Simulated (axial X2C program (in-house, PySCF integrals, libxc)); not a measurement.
**Ω levels of CoC from open-shell CI on d7 s0 p(π)0**

Computed with an in-house all-electron X2C program for linear molecules (integrals from PySCF): two-component X2C with atomic mean-field Coulomb and Gaunt terms, basis Co dyall-v3z, C dyall-v3z (cores contracted in-house). Orbitals come from Hartree–Fock averaged over the configuration Co d7 s0 p(π)0; CI then distributes these electrons over the d, s, p(π) shells of Co.

R = 2.279 Å (near the minimum of the configuration average).

Active spinors (ω > 0):

| shell | ω | ε (eV) | character |
| --- | --- | --- | --- |
| d | 3/2 | -10.89 | 100% Co d |
| d | 1/2 | -10.87 | 99% Co d |
| d | 5/2 | -10.73 | 100% Co d |
| d | 1/2 | -10.65 | 98% Co d |
| d | 3/2 | -10.60 | 99% Co d |
| s | 1/2 | 2.75 | 78% Co s, 16% Co p |
| p(π) | 1/2 | 0.52 | 81% Co p, 19% C p |
| p(π) | 3/2 | 1.03 | 96% Co p |

Lowest levels of this model:

| Ω | energy (cm⁻¹) | g∥ | μ (D) | configuration |
| --- | --- | --- | --- | --- |
| 9/2 | 0 | 12.00 | -2.94 | 100% d7 |
| 7/2 | 128 | 9.52 | -2.96 | 100% d7 |
| 5/2 | 213 | 6.33 | -2.97 | 100% d7 |
| 3/2 | 320 | 3.23 | -2.97 | 100% d7 |
| 1/2 | 413 | 0.83 | -2.98 | 100% d7 |
| 7/2 | 949 | 8.49 | -2.96 | 100% d7 |
| 1/2 | 976 | 1.14 | -2.97 | 100% d7 |
| 3/2 | 1089 | 3.92 | -2.98 | 100% d7 |
| 5/2 | 1189 | 7.05 | -2.98 | 100% d7 |
| 1/2 | 1476 | 0.56 | -2.97 | 100% d7 |
| 5/2 | 1676 | 4.62 | -2.97 | 100% d7 |
| 3/2 | 1804 | 4.65 | -2.98 | 100% d7 |
| 1/2 | 2057 | 1.46 | -2.98 | 100% d7 |
| 3/2 | 2315 | 0.20 | -2.99 | 100% d7 |
| 5/2 | 18809 | 5.79 | -2.96 | 100% d7 |
| 7/2 | 18852 | 7.89 | -2.97 | 100% d7 |
| 9/2 | 19006 | 9.98 | -2.98 | 100% d7 |
| 7/2 | 19659 | 6.09 | -2.98 | 100% d7 |
| 11/2 | 24705 | 12.00 | -2.97 | 100% d7 |
| 9/2 | 25333 | 9.87 | -2.99 | 100% d7 |

g∥ is the magnitude of 2⟨Lz + ge Sz⟩ for the +Ω component. μ is positive if the C end is positive.

**Question.** From Ω and g∥ of the lowest level, whose 2⟨Lz + ge Sz⟩ is positive, find ⟨Sz⟩ and ⟨Lz⟩ (ge = 2.0023).

**Answer.** Ω = ⟨Lz⟩ + ⟨Sz⟩ = 9/2 and ⟨Lz⟩ + ge⟨Sz⟩ = 6.000, so ⟨Sz⟩ = 1.50 and ⟨Lz⟩ = 3.00.

Occupations of the active spinors in the lowest level by ω, shell by shell in order of energy: -5/2: 0.00; -3/2: 0.94 0.06 0.00; -1/2: 0.84 0.16 0.00 0.00; 1/2: 1.00 1.00 0.00 0.00; 3/2: 1.00 1.00 0.00; 5/2: 1.00. The leading determinant has weight 0.79 among 463.

This point took 2.4 s on 1 thread of Arm Neoverse V2, on a shared host.

Dynamic correlation is missing, so gaps between terms are too wide and other configurations may lie lower; the lowest level listed is that of this model, not necessarily the ground state. For d shells the ligand-field splittings (σ, π, δ) and their order can be off by a thousand cm⁻¹ or more. At most 4 roots were kept for each Ω > 0 (twice that for Ω = 0) within 3.2 eV of the lowest, so higher up levels can be missing between those listed; levels with Ω > 0 are doubly degenerate and listed once, Ω = 0 levels singly. States that fill the shells left empty in the average are placed too high.
